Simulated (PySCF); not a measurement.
A species of formula C3H12OSSi3 has this rotational fingerprint, computed with PBE0/pcSseg-1 in PySCF (dipole) on a GFN2-xTB geometry, gas phase:

* Rotational constants: A = 1514, B = 609.2, C = 573.8 MHz
* Dipole components: |μa| = 2.42 D, |μb| = 0.89 D, |μc| = 1.37 D
* Inertial defect: -282.69 u·Å²
* κ: -0.92

Question: Which candidate fits, each taken in the one conformer that was computed?
A. `[CH3:1][C:2](=[O:3])[SiH2:4][C@H:5]([SiH3:6])[S:7][SiH3:8]` with C1–C2–Si4–C5 162°, C2–Si4–C5–Si6 38°, Si4–C5–S7–Si8 59°
B. `[CH3:1][S:2][SiH2:3][C:4]([SiH3:5])([SiH3:6])[CH:7]=[O:8]` with C1–S2–Si3–C4 179°, S2–Si3–C4–Si5 70°, Si3–C4–C7–O8 -119°

Answer: B. It is CS[SiH2]C([SiH3])([SiH3])C=O, a near-prolate asymmetric top, point group C1. The candidates at the same level (rigid rotor, commonest isotopes):

| SMILES | A (MHz) | B (MHz) | C (MHz) | μa (D) | μb (D) | μc (D) | Δ (u·Å²) | point group | rotor |
| --- | --- | --- | --- | --- | --- | --- | --- | --- | --- |
| CC(=O)[SiH2][C@H]([SiH3])S[SiH3] | 1136 | 830.7 | 688.6 | 2.64 | 1.54 | 1.31 | -319.27 | C1 | asymmetric top |
| CS[SiH2]C([SiH3])([SiH3])C=O | 1514 | 609.2 | 573.8 | 2.42 | 0.89 | 1.37 | -282.69 | C1 | near-prolate asymmetric top |

`CC(=O)[SiH2][C@H]([SiH3])S[SiH3]` has B 36 % too high. No structure here is proved a minimum.
